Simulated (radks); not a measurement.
The numbers below are computed, except where a source is named.
Ionisation of neutral rubidium, [Kr] 5s1, to [Kr] as the strength of local exchange is varied. Code: a radial shooting solver on a logarithmic mesh with Libxc functionals. Model: non-relativistic Kohn-Sham, Slater X-alpha exchange (alpha = 2/3 is LDA exchange), no correlation, spin-polarised, spherical densities, point nucleus; open shells are filled with parallel spins first (spin-orbit coupling, left out, can overturn this in heavy ions); relativity is left out, which matters for an element this heavy.

alpha  E(Rb) (hartree)  exchange (hartree)  IE (eV)  -e of the level emptied (eV)  <r> of it (bohr)
0.576      -2920.44956           -79.46466    3.498                    1.749 (5s)             5.612
0.622      -2926.80230           -85.98926    3.667                    1.914 (5s)             5.485
0.667      -2933.02970           -92.39746    3.835                    2.081 (5s)             5.368
0.869      -2961.13917          -121.47247    4.638                    2.897 (5s)             4.914
0.901      -2965.61545          -126.12476    4.772                    3.036 (5s)             4.851
0.906      -2966.31544          -126.85283    4.793                    3.058 (5s)             4.842
1.014      -2981.47320          -142.65444    5.259                    3.548 (5s)             4.645
1.047      -2986.11918          -147.51144    5.405                    3.704 (5s)             4.589

NIST Atomic Spectra Database: 4.177 eV (measured). The Delta-SCF value meets it near alpha = 0.75. Relativity is left out here, which matters for elements this heavy.
